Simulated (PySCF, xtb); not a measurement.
BClH5NO2Si, SMILES OB(O)N[SiH2]Cl. The values are those of a single conformer.

Harmonic wavenumbers (cm⁻¹) from GFN2-xTB run with xtb at its own minimum, in rising order: 50, 91, 106, 164, 351, 416, 442, 464, 491, 507, 517, 575, 613, 718, 779, 792, 915, 941, 977, 1155, 1285, 1380, 2232, 2265, 3486, 3629, 3642.

Question: What does PySCF 2.14.0 with PBE-D3(BJ)/def2-SVP give at its own minimum? (An estimate is asked for; the answer gives what the named calculation found.)

Answer: 25, 82, 90, 185, 219, 369, 424, 456, 471, 542, 609, 628, 695, 777, 862, 903, 915, 951, 988, 1138, 1390, 1449, 2181, 2182, 3554, 3781, 3796. Paired by order, the mean absolute difference is 57 cm⁻¹ and the zero-point energies are 41.4 and 42.4 kcal/mol.
